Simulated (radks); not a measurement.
Isoelectronic series with 34 electrons, all held in the configuration [Ar] 3d10 4s2 4p4, which need not be the ground one along the series. Method: Dirac Kohn-Sham, PBE, spin-unpolarised, spherical densities, point nucleus; open shells fill j = l - 1/2 first; computed with a radial shooting solver on a logarithmic mesh with Libxc functionals. Total energies (hartree) and mean radii <r> (bohr):

[
 {"ion": "Se", "E (hartree)": "-2430.12024", "4p3/2": "2.323", "4p1/2": "2.271", "4s1/2": "1.797", "3d5/2": "0.6325"},
 {"ion": "Br+", "E (hartree)": "-2606.14345", "4p3/2": "1.976", "4p1/2": "1.939", "4s1/2": "1.635", "3d5/2": "0.5916"},
 {"ion": "Kr2+", "E (hartree)": "-2789.04847", "4p3/2": "1.749", "4p1/2": "1.718", "4s1/2": "1.502", "3d5/2": "0.5563"},
 {"ion": "Rb3+", "E (hartree)": "-2978.83517", "4p3/2": "1.582", "4p1/2": "1.555", "4s1/2": "1.392", "3d5/2": "0.5254"},
 {"ion": "Sr4+", "E (hartree)": "-3175.51359", "4p3/2": "1.452", "4p1/2": "1.427", "4s1/2": "1.299", "3d5/2": "0.4980"},
 {"ion": "Zr6+", "E (hartree)": "-3589.61460", "4p3/2": "1.255", "4p1/2": "1.234", "4s1/2": "1.149", "3d5/2": "0.4517"},
 {"ion": "Nb7+", "E (hartree)": "-3807.08151", "4p3/2": "1.179", "4p1/2": "1.158", "4s1/2": "1.088", "3d5/2": "0.4318"},
 {"ion": "Mo8+", "E (hartree)": "-4031.52714", "4p3/2": "1.112", "4p1/2": "1.092", "4s1/2": "1.033", "3d5/2": "0.4137"},
 {"ion": "Tc9+", "E (hartree)": "-4262.98039", "4p3/2": "1.054", "4p1/2": "1.034", "4s1/2": "0.9843", "3d5/2": "0.3972"},
 {"ion": "Ru10+", "E (hartree)": "-4501.47226", "4p3/2": "1.002", "4p1/2": "0.9825", "4s1/2": "0.9400", "3d5/2": "0.3820"},
 {"ion": "Rh11+", "E (hartree)": "-4747.03571", "4p3/2": "0.9549", "4p1/2": "0.9361", "4s1/2": "0.8997", "3d5/2": "0.3679"},
 {"ion": "Pd12+", "E (hartree)": "-4999.70558", "4p3/2": "0.9127", "4p1/2": "0.8942", "4s1/2": "0.8630", "3d5/2": "0.3549"},
 {"ion": "Ag13+", "E (hartree)": "-5259.51849", "4p3/2": "0.8743", "4p1/2": "0.8561", "4s1/2": "0.8292", "3d5/2": "0.3428"},
 {"ion": "Cd14+", "E (hartree)": "-5526.51284", "4p3/2": "0.8393", "4p1/2": "0.8212", "4s1/2": "0.7980", "3d5/2": "0.3316"},
 {"ion": "In15+", "E (hartree)": "-5800.72876", "4p3/2": "0.8071", "4p1/2": "0.7892", "4s1/2": "0.7692", "3d5/2": "0.3211"},
 {"ion": "Sn16+", "E (hartree)": "-6082.20816", "4p3/2": "0.7775", "4p1/2": "0.7596", "4s1/2": "0.7423", "3d5/2": "0.3112"},
 {"ion": "Sb17+", "E (hartree)": "-6370.99469", "4p3/2": "0.7500", "4p1/2": "0.7322", "4s1/2": "0.7174", "3d5/2": "0.3020"}
]
